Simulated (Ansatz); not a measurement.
`[CH3][GeH2][BH][AlH2]` + `[BH2][GeH2][CH3]` → `[BH2][GeH]([CH3])[CH3]` + `[AlH2][BH][GeH3]`  (formal exchange of groups at a C–Ge bond)

Gas-phase electronic energies from Ansatz, PBE0-D4/def2-TZVP geometries. CCSD(T)/CBS adds triple-zeta CCSD(T) − MP2 to the extrapolated MP2 energy (def2 sets, frozen cores). DFT in def2-TZVPP. B3LYP here is the variant with VWN-RPA as its local correlation; programs differ in this. For Ge outer-core shells are correlated without core-valence functions, which leaves a few kJ/mol of doubt a bond. Scalar relativity is left out up to krypton. One conformer a species, not always the lowest.

```json
{"level": "B3LYP-D4", "ΔE (kJ/mol)": "-0.9"}
{"level": "B3LYP", "ΔE (kJ/mol)": "0.3"}
{"level": "SCS-MP2/def2-TZVPP", "ΔE (kJ/mol)": "-1.0"}
{"level": "HF/def2-QZVPP", "ΔE (kJ/mol)": "0.2"}
```

(1) What does CCSD(T)/CBS give? (Estimate.)

Largest T1 diagnostic among the species: 0.013.

Answers

(1) Computed: -0.2 kJ/mol. The listed levels differ from it by -0.7, 0.5, -0.8, 0.4 kJ/mol.
